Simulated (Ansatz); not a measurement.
Total energies of `C[Si](C)(Cl)Cl`.

Cartesian coordinates in Å:
```
C 0.3757 -0.1468 1.5508
Si -0.4681 0.4060 -0.0006
C 0.2007 -0.3532 -1.5501
Cl -2.4703 -0.0484 0.1426
Cl -0.3007 2.4522 -0.1463
H 1.4377 0.1076 1.5155
H -0.0681 0.3392 2.4214
H 0.2779 -1.2286 1.6702
H 1.2581 -0.1040 -1.6680
H -0.3415 0.0165 -2.4221
H 0.0986 -1.4405 -1.5136
```

The species carries charge 0 and has multiplicity 1. All single points use the PBE0-D4/def2-TZVP geometry. Basis def2-TZVPP, the Gaussian-basis code of Ansatz.

RPA on PBE orbitals: Hartree–Fock energy of these orbitals -1287.31724 Eh, correlation -1.43494 Eh (frozen core).

```tsv
functional	energy without D4 (Eh)	D4 term (kJ/mol)
LDA (SPW92)	-1285.02877	–
HSE06 (plane-wave form)	-1289.37739	-23.8
```

**Question.** Give the same for PBE, revPBE, BLYP, r2SCAN, B97M-V, PBE0, B3LYP, r2SCANh, r2SCAN0, BHLYP, CAM-B3LYP, LC-ωPBE, ωB97X-V, ωB97M-V, B2PLYP, PBE-QIDH. (Best estimate.)

**Answer.** The calculation gave: 
```json
{"functional": "PBE", "energy without D4 (Eh)": "-1289.28225", "D4 term (kJ/mol)": "-29.6"}
{"functional": "revPBE", "energy without D4 (Eh)": "-1289.66651", "D4 term (kJ/mol)": "-81.3"}
{"functional": "BLYP", "energy without D4 (Eh)": "-1289.85966", "D4 term (kJ/mol)": "-63.8"}
{"functional": "r2SCAN", "energy without D4 (Eh)": "-1289.79359", "D4 term (kJ/mol)": "-7.2"}
{"functional": "B97M-V", "energy without D4 (Eh)": "-1289.62295", "D4 term (kJ/mol)": "–"}
{"functional": "PBE0", "energy without D4 (Eh)": "-1289.40453", "D4 term (kJ/mol)": "-25.3"}
{"functional": "B3LYP", "energy without D4 (Eh)": "-1289.98015", "D4 term (kJ/mol)": "-47.9"}
{"functional": "r2SCANh", "energy without D4 (Eh)": "-1289.78743", "D4 term (kJ/mol)": "-7.8"}
{"functional": "r2SCAN0", "energy without D4 (Eh)": "-1289.77916", "D4 term (kJ/mol)": "-8.6"}
{"functional": "BHLYP", "energy without D4 (Eh)": "-1289.87656", "D4 term (kJ/mol)": "-38.5"}
{"functional": "CAM-B3LYP", "energy without D4 (Eh)": "-1289.91226", "D4 term (kJ/mol)": "-26.0"}
{"functional": "LC-ωPBE", "energy without D4 (Eh)": "-1289.54072", "D4 term (kJ/mol)": "–"}
{"functional": "ωB97X-V", "energy without D4 (Eh)": "-1289.72560", "D4 term (kJ/mol)": "–"}
{"functional": "ωB97M-V", "energy without D4 (Eh)": "-1289.81616", "D4 term (kJ/mol)": "–"}
{"functional": "B2PLYP", "energy without D4 (Eh)": "-1289.46922", "D4 term (kJ/mol)": "–"}
{"functional": "PBE-QIDH", "energy without D4 (Eh)": "-1289.14715", "D4 term (kJ/mol)": "–"}
```

B3LYP takes the VWN-RPA correlation (the form of Gaussian; ORCA's B3LYP/G). HSE06 is the plane-wave form, built on full-range PBE exchange. The double hybrids freeze the cores in their second-order part.

LC-ωPBE has ω = 0.4 bohr⁻¹.
